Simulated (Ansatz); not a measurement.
Input for Ansatz (an electronic-structure program): R-B3LYP/def2-TZVPP on H2Se2 (SMILES [SeH][SeH]), a point of a torsion scan.

Ansatz 0.2 input:
```yaml
crystal:
  periodic: [false, false, false]
  atoms:
    - {symbol: Se, position_ang: [-1.07406549, 0.69557359, 0.38753445]}
    - {symbol: Se, position_ang: [1.07176272, 0.49749652, -0.38989468]}
    - {symbol: H, position_ang: [-1.59818649, -0.46367961, -0.31553043]}
    - {symbol: H, position_ang: [1.11462532, 1.79204016, -1.04959007]}
basis:
  gaussian:
    orbitals: def2-TZVPP
hamiltonian:
  xc: {name: B3LYP}
scf: {lower_state_search: off}
```

### Question
Predict the final total energy.

### Answer
-4804.3890 hartree.
